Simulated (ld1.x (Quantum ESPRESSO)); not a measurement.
Values are calculated unless marked as measured or tabulated.
**Pseudopotentials across the periodic table**

Generated with ld1.x 7.5 (TM, RRKJ, ultrasoft, PAW), atompaw 4.2 or ONCVPSP 4.0.1. The cutoff is in Ry: for ld1.x and atompaw files where the sum of valence levels is converged to 10 mRy in a Bessel basis, for ONCV files where the hardest occupied wave has 1 mHa per electron of residual kinetic energy. The error is the largest all-electron minus pseudo excitation energy over each file’s own four to seven test configurations (ionisations up to +4, promotions, holes and added fractions of an electron), all of which were solved. The labels leave out finer settings (local radius, basis sizes, second energies), which also bear on the numbers. Spin-polarised tests are not counted. The rows are a selection from randomly drawn settings: files with unsolved tests, undetermined cutoffs or missed reference levels are left out.

```tsv
element	potential	cutoff (Ry)	largest error (meV)	bound ghosts
Mn	RRKJ, PBEsol, scalar-relativistic, rc 2.15/2.60/0.85 (spd), local s, core correction no, reference 3d5 4s2 4p0	200	-423	none
Ga	ultrasoft, revPBE, scalar-relativistic, rc 1.00/1.05/1.05 (spd), local smoothed, core correction yes, reference 3s2 3p6 3d10 4s2 4p0.5	140	-46	none
Sm	ultrasoft, BLYP, scalar-relativistic, rc 1.94/2.70/3.45/1.50 (spdf), local smoothed, core correction no, reference 4f6 5s2 5p6 5d1 6s1 6p0	70	+119	none
```

**Question.** Fill in the row for Tl: PAW, PBE, scalar-relativistic, rc 1.55/1.95/1.20 (spd), local smoothed, core correction yes, reference 5s2 5p6 5d10 6s2 6p1.

**Answer.** cutoff 80 Ry, largest error -40 meV, bound ghosts: none.

**Question.** Fill in the row for Zn: TM semilocal, PBEsol, scalar-relativistic, rc 2.25/3.35/1.25 (spd), local s, core correction yes, reference 3d10 4s1.75 4p0.25.

**Answer.** cutoff 180 Ry, largest error -1056 meV, bound ghosts: none.

**Question.** Fill in the row for Ne: TM semilocal, LDA (PZ), scalar-relativistic, rc 0.60/1.40 (sp), local p, core correction no, reference 2s2 2p6.

**Answer.** cutoff 200 Ry, largest error +2790 meV, bound ghosts: none.
